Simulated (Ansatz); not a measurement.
Species: methoxyboronic acid, CH₅BO₃, net charge 0, singlet state. SMILES: COB(O)O
Structure (B3LYP-D3(BJ)/def2-TZVP (Ansatz, an electronic-structure program) minimum search):
```
O
B 1 1.3631
O 2 1.3697 1 120.59
H 3 0.9619 2 112.38 1 180.00
O 2 1.3725 1 119.71 3 180.00
H 5 0.9621 2 112.39 1 0.00
C 1 1.4244 2 120.74 3 0.00
H 7 1.0886 1 107.35 2 180.00
H 7 1.0915 8 109.39 1 -120.52
H 7 1.0915 8 109.39 9 -118.96
```

Property: atomisation energy (electronic, to ground-state atoms), in eV. Cores are frozen in the correlated levels unless marked. Open shells are spin-unrestricted. Spin-orbit coupling is left out. No relativistic terms. The coupled-cluster limit lacks core correlation, which all-electron functionals hold. Basis-set limits of correlation are two-point, X^-3; Hartree-Fock from the larger set.

```tsv
level	program	atomisation energy (eV)
PBE-D3(BJ)/def2-TZVPD	Ansatz + dftd3	44.88
PBE-D4/def2-TZVPD	Ansatz + dftd4	44.88
PBE0/def2-SVP	Ansatz	44.16
PBE0-D4/def2-TZVP	Ansatz + dftd4	43.80
r2SCANh-D4/def2-TZVPD	Ansatz + dftd4	43.70
r2SCAN0-D4/def2-TZVPD	Ansatz + dftd4	43.17
HSE06-D4/def2-TZVPD	Ansatz + dftd4	…
CAM-B3LYP-D3(BJ)/def2-TZVPD	Ansatz + dftd3	44.19
LC-wPBE-D4/def2-TZVPD	Ansatz + dftd4	44.02
wB97X/def2-TZVPD	Ansatz	43.69
B2GP-PLYP/def2-TZVPD	Ansatz	…
B2PLYP-D4/def2-TZVPD	Ansatz + dftd4	43.57
RPA@PBE/cc-pVQZ	Ansatz	…
SCS-MP2/cc-pVDZ	Ansatz	41.04
SCS-MP2/aug-cc-pVQZ	Ansatz	44.49
CCSD/STO-3G	Ansatz	39.87
CCSD(T)/CBS(aug-cc-pVTZ,aug-cc-pVQZ)	Ansatz	44.02
```

Problem. Fill in the missing entries.

Solution. 
- HSE06-D4/def2-TZVPD, atomisation energy (eV): 43.86
- B2GP-PLYP/def2-TZVPD, atomisation energy (eV): 43.37
- RPA@PBE/cc-pVQZ, atomisation energy (eV): 41.48
